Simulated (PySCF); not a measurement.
Structure elucidation problem

Molecular formula: C4H10F2Si2. Simulated spectra:

1H NMR (600 MHz, computed): δ 6.36 (m, 1H), 5.16 (m, 1H), 4.84 (m, 1H), 4.80 (m, 1H), 1.75 (m, 1H), 0.66 (d, 3H), 0.58 (m, 1H), 0.36 (m, 1H).

13C{1H} NMR (computed): δ 124.4 (CH), 27.8 (CH), -0.8 (CH3), -5.2 (CH2).

Non-relativistic, one computed conformer, averaged over atoms made equivalent by symmetry, fast rotation or ring inversion, no solvent. GFN2-xTB geometry; shielding tensors at PBE0/pcSseg-1 (GIAO); PySCF.

References, each an isolated molecule treated in the same way: 1H and 13C against TMS.

Question: Deduce the structure.

Answer: 
1. The formula gives 1 degree of unsaturation (1 ring in the answer).
2. 4 carbon signals for 4 carbons: no two carbons are equivalent.
3. Carbon types of the structure: 2 × CH, 1 × CH2, 1 × CH3, leaving 3 H on heteroatoms.
4. δC 124.4: sp3 CH bonded to 2 F; 2 electronegative neighbours deshield it.
5. δC -0.8: methyl carbon bonded to Si; an electropositive neighbour leaves it electron-rich and shielded.
6. δC -5.2: sp3 CH2 bonded to 2 Si; an electropositive neighbour leaves it electron-rich and shielded.
7. δH 6.36: hydrogen on an sp3 CH bonded to 2 F; its carbon carries F, which withdraws density.
8. δH 5.16: hydrogen on a silicon bonded to 3 C, in a 4-membered ring.
9. δH 0.66: hydrogen on a methyl carbon bonded to Si; an electropositive neighbour shields it, as in TMS itself.
10. δH 0.58, 0.36: hydrogen on an sp3 CH2 bonded to 2 Si; an electropositive neighbour shields it, as in TMS itself.

These data were computed for `C[Si@@H]1C[SiH2][C@@H]1C(F)F`.

The data come from this structure; uniqueness wasn't tested.

Splittings by 19F in the carbon and heteronuclear signals aren't shown, as no couplings were computed. Shifts are as computed. Against solution values, carbons near 30 ppm lie about +3 ppm off and those near 130 ppm about +5 ppm. Of 1211 compounds with measured shifts, 218 miss one by over three times the rms of a fit or turn the order of signals round; such compounds aren't used in these exercises. No couplings were computed; multiplicities are counted from neighbouring protons, with m where these are inequivalent, close in shift, in a saturated or five-membered ring or joined by F or P, and br s for small geminal =CH2 splittings.
